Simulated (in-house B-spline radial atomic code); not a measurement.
The numbers below are computed, except where a source is named.
## Softness against transferability: the 4d channel of Zr

Zr, [Kr] 4d2 5s2, non-relativistic PBE, spherical and spin-unpolarised, from a B-spline radial code for spherical atoms (atomic units). The all-electron 4d level is ε = -0.145624 hartree, its outermost node lies just inside 0.58 bohr and its outer maximum at 1.56 bohr.

Troullier-Martins pseudo-orbitals are made for several radii. The cutoffs (hartree) are the plane-wave energies beyond which the orbital holds less than the named kinetic energy per electron. The phase error is the difference, pseudo minus all-electron, of arctan(R P'/P) at R = 2.49 bohr for all radii, half a hartree below and above the level.

```json
{"r_c (bohr)": "1.17", "V_l(0) (hartree)": "-20.04", "cutoff for 10 mEh": "33", "for 1 mEh": "49.6", "for 0.1 mEh": "61.8", "phase error at ε − 0.5 (mrad)": "-0.4", "at ε + 0.5 (mrad)": "-1.3"}
{"r_c (bohr)": "1.36", "V_l(0) (hartree)": "-9.45", "cutoff for 10 mEh": "13.3", "for 1 mEh": "24.2", "for 0.1 mEh": "36.3", "phase error at ε − 0.5 (mrad)": "-0.3", "at ε + 0.5 (mrad)": "-0.8"}
{"r_c (bohr)": "1.56", "V_l(0) (hartree)": "-7.16", "cutoff for 10 mEh": "11.9", "for 1 mEh": "17.3", "for 0.1 mEh": "22.6", "phase error at ε − 0.5 (mrad)": "-0.2", "at ε + 0.5 (mrad)": "-0.5"}
{"r_c (bohr)": "1.77", "V_l(0) (hartree)": "-6.60", "cutoff for 10 mEh": "11.5", "for 1 mEh": "16.1", "for 0.1 mEh": "20", "phase error at ε − 0.5 (mrad)": "-0.1", "at ε + 0.5 (mrad)": "-0.2"}
{"r_c (bohr)": "1.97", "V_l(0) (hartree)": "-6.28", "cutoff for 10 mEh": "11.3", "for 1 mEh": "15.2", "for 0.1 mEh": "18.7", "phase error at ε − 0.5 (mrad)": "+0.1", "at ε + 0.5 (mrad)": "+0.2"}
{"r_c (bohr)": "2.19", "V_l(0) (hartree)": "-5.91", "cutoff for 10 mEh": "10.8", "for 1 mEh": "14.4", "for 0.1 mEh": "17.3", "phase error at ε − 0.5 (mrad)": "+0.5", "at ε + 0.5 (mrad)": "+1.2"}
```

Q: Which radius needs the lowest cutoff for 0.1 mEh while both phase errors stay within 0.9 mrad?

A: The radii within that limit are 1.36, 1.56, 1.77, 1.97 bohr; of these r_c = 1.97 needs the least, 18.7 hartree, that is 37.4 Ry or 509 eV.

Q: What does the larger radius buy, and what does it cost?

A: From r_c = 1.17 to 2.19 bohr the cutoff for 1 mEh goes from 49.6 to 14.4 hartree, a factor of 3.44, against 3.50 for a pure 1/r_c² scaling, end to end; step by step it is 49.6, 24.2, 17.3, 16.1, 15.2, 14.4, and for 0.1 mEh 61.8, 36.3, 22.6, 20, 18.7, 17.3; the number of plane waves goes as the cutoff to the power 3/2, here a factor of 6.4. The larger of the two phase errors is least at r_c = 1.77 bohr, 0.2 mrad; it is 1.3 at the smallest radius and 1.2 at the largest. These errors test the reference atom alone. The smallest radius lies well inside the outer maximum, where the nodeless form must bend sharply to keep the norm, so it is both harder and scatters less well than the next. Large radii also let the cores of neighbours overlap, which an atom doesn't show.
